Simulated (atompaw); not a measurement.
# u(r) = r·R(r): atom against pseudo-atom (fluorine)

Columns: radius, all-electron u(r) and pseudo u(r) of the 2s shell (level -29.82 eV) of fluorine in the configuration [He] 2s2 2p5; PBE, non-relativistic, PAW (atompaw) scheme, atompaw 4.2.0.5.

```json
{"r (bohr)": "0.037", "all-electron": "0.3201", "pseudo": "-0.0954"}
{"r (bohr)": "0.073", "all-electron": "0.4401", "pseudo": "-0.1872"}
{"r (bohr)": "0.110", "all-electron": "0.4386", "pseudo": "-0.2797"}
{"r (bohr)": "0.146", "all-electron": "0.3626", "pseudo": "-0.3670"}
{"r (bohr)": "0.183", "all-electron": "0.2409", "pseudo": "-0.4531"}
{"r (bohr)": "0.219", "all-electron": "0.1013", "pseudo": "-0.5325"}
{"r (bohr)": "0.256", "all-electron": "-0.0494", "pseudo": "-0.6092"}
{"r (bohr)": "0.292", "all-electron": "-0.1938", "pseudo": "-0.6783"}
{"r (bohr)": "0.329", "all-electron": "-0.3339", "pseudo": "-0.7432"}
{"r (bohr)": "0.365", "all-electron": "-0.4589", "pseudo": "-0.8002"}
{"r (bohr)": "0.402", "all-electron": "-0.5738", "pseudo": "-0.8522"}
{"r (bohr)": "0.438", "all-electron": "-0.6718", "pseudo": "-0.8963"}
{"r (bohr)": "0.475", "all-electron": "-0.7581", "pseudo": "-0.9350"}
{"r (bohr)": "0.512", "all-electron": "-0.8304", "pseudo": "-0.9671"}
{"r (bohr)": "0.548", "all-electron": "-0.8880", "pseudo": "-0.9922"}
{"r (bohr)": "0.585", "all-electron": "-0.9350", "pseudo": "-1.0120"}
{"r (bohr)": "0.621", "all-electron": "-0.9700", "pseudo": "-1.0258"}
{"r (bohr)": "0.658", "all-electron": "-0.9961", "pseudo": "-1.0347"}
{"r (bohr)": "0.694", "all-electron": "-1.0129", "pseudo": "-1.0388"}
{"r (bohr)": "0.731", "all-electron": "-1.0224", "pseudo": "-1.0385"}
{"r (bohr)": "0.767", "all-electron": "-1.0251", "pseudo": "-1.0345"}
{"r (bohr)": "0.804", "all-electron": "-1.0220", "pseudo": "-1.0268"}
{"r (bohr)": "0.840", "all-electron": "-1.0142", "pseudo": "-1.0162"}
{"r (bohr)": "0.877", "all-electron": "-1.0019", "pseudo": "-1.0025"}
{"r (bohr)": "0.913", "all-electron": "-0.9865", "pseudo": "-0.9866"}
{"r (bohr)": "0.950", "all-electron": "-0.9677", "pseudo": "-0.9677"}
```

(1) How many radial nodes do the two functions have?

(2) Where does each function peak?

(3) Is the pseudo-wave norm-conserving?

Answers

(1) The all-electron 2s function has n − l − 1 = 1; the pseudo-wave has 0, since the states of the same l below it are removed with the core.

(2) Outermost all-electron maximum near 0.77 bohr, pseudo maximum near 0.69 bohr (to the table’s step).

(3) No, it belongs to a PAW set: the norm inside the radius is not constrained, and the difference is carried by the augmentation charge.
